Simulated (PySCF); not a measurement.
## Vibration and rotation of GeN

ROHF-CCSD(T) constants of GeN, ²Π (doublet), unpaired electrons π ↑ (Ge def2-TZVPPD, N def2-TZVPPD; no relativity (PySCF 2.14); masses 73.9212 and 14.0031 u):

| Property | Result |
| --- | --- |
| ωe | 827.4 cm⁻¹ |
| ωexe | 4.64 cm⁻¹ |
| Be | 0.46295 cm⁻¹ |
| αe | 0.00338 cm⁻¹ |
| De to Ge + N | 3.40 eV |

Question: What force constant and bond length do these constants imply?

Answer: Reduced mass μred = 11.773 u; k = 5.8918×10⁻⁷·μred·ωe² (u, cm⁻¹, mdyn/Å) = 4.75 mdyn/Å; Re = √(16.8576/(μred·Be)) (u, cm⁻¹, Å) = 1.759 Å.

Question: Estimate the centrifugal constant D from the Kratzer relation and find the Dunham coefficient a1.

Answer: D = 4Be³/ωe² = 5.8e-07 cm⁻¹; a1 = −1 − αeωe/(6Be²) = -3.17.

Correlated steps freeze 10 core orbitals. Spin–orbit coupling is left out. The state was picked by a PBE0 search and need not be the measured ground state.
